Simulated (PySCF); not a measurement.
PySCF job for (E)-3-chloropent-3-en-1-yne (C₅H₅Cl), SMILES C(/C(Cl)=C\C)#C, SMD-B3LYP/6-31G*. Geometry: B3LYP-D3(BJ)/def2-SVP.

```python
import numpy as np
from pyscf import gto, scf, dft
from pyscf.solvent import smd

mol = gto.M(
    atom='''
    C     2.47285795    0.40709311    0.00000000
    C     1.27992949    0.18170794   -0.00000000
    C    -0.11541896   -0.09733406   -0.00000000
    Cl   -0.51809567   -1.81451054    0.00000000
    C    -1.09804774    0.82334155    0.00000000
    C    -0.88330144    2.30193969    0.00000000
    H     3.52835073    0.60380815    0.00000000
    H    -2.12808474    0.45465973    0.00000000
    H     0.18404161    2.56229017   -0.00000000
    H    -1.35639851    2.76271593    0.88453172
    H    -1.35639851    2.76271593   -0.88453172
    ''',
    basis='6-31G*',
    charge=0,
    spin=0,
    max_memory=1600,
    verbose=3,
)
mf = dft.RKS(mol, xc='b3lyp').density_fit(auxbasis='def2-universal-jkfit')
mf.grids.level = 3
mf.conv_tol = 1e-9
mf.max_cycle = 100
mf.kernel()
res = {}
for name in ['water', 'N,N-dimethylformamide', '1-octanol']:
    s = mf.SMD()
    s.with_solvent.solvent, s.with_solvent.sasa_ng = name, 194
    s.kernel(mf.make_rdm1())
    res[name] = (s.e_tot, s.with_solvent.get_cds(), s.dip_moment(), s.mo_energy, s.converged)
    print(f'SMD {name}: dG(solv) = {(s.e_tot - mf.e_tot) * 627.509474:.3f} kcal/mol, of which CDS {res[name][1] * 627.509474:.3f}')
```

Log of the run:

```
converged SCF energy = -653.639687718185
converged SCF energy = -653.639761881857
Dipole moment(X, Y, Z, Debye): -0.15230,  2.84791, -0.00000
SMD water: dG(solv) = -0.047 kcal/mol, of which CDS 4.594
converged SCF energy = -653.645844344598
Dipole moment(X, Y, Z, Debye): -0.14376,  2.83182, -0.00000
SMD N,N-dimethylformamide: dG(solv) = -3.863 kcal/mol, of which CDS 0.667
converged SCF energy = -653.644987590253
Dipole moment(X, Y, Z, Debye): -0.10393,  2.75109,  0.00000
SMD 1-octanol: dG(solv) = -3.326 kcal/mol, of which CDS 0.660
```

Self-consistency was reached.

Cost: about 120 core-seconds (a rough figure).
